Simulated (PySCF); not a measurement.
SMILES CC([OH2+])CO (charge +1) (B3LYP/def2-SVP optimised geometry):

```
14

C     -0.296    -0.842     1.196
C      0.291    -0.145     0.000
O     -0.101     1.329     0.000
C     -0.238    -0.571    -1.373
O      0.053     0.550    -2.211
H     -1.391    -0.750     1.222
H      0.125    -0.457     2.136
H     -0.036    -1.912     1.137
H      1.391    -0.145     0.000
H      0.494     1.912     0.508
H     -0.072     1.512    -1.025
H     -1.323    -0.769    -1.331
H      0.287    -1.481    -1.705
H     -0.409     0.514    -3.063
```

Method: B3LYP/def2-TZVP (PySCF).

Q: What are the frontier orbital energies?

A: HOMO-2 -15.44 eV, HOMO-1 -14.76 eV, HOMO -13.78 eV, LUMO -5.19 eV, LUMO+1 -3.95 eV.

On the same geometry PBE/def2-TZVP (PySCF) gives HOMO-2 -14.13 eV, HOMO-1 -13.44 eV, HOMO -12.35 eV, LUMO -5.85 eV, LUMO+1 -4.55 eV.

Meta-Löwdin charges at B3LYP/def2-TZVP: C1 -0.34, C2 0.14, O3 -0.35, C4 0.00, O5 -0.50, H6 0.14, H7 0.14, H8 0.16, H9 0.14, H10 0.41, H11 0.39, H12 0.13, H13 0.15, H14 0.38.
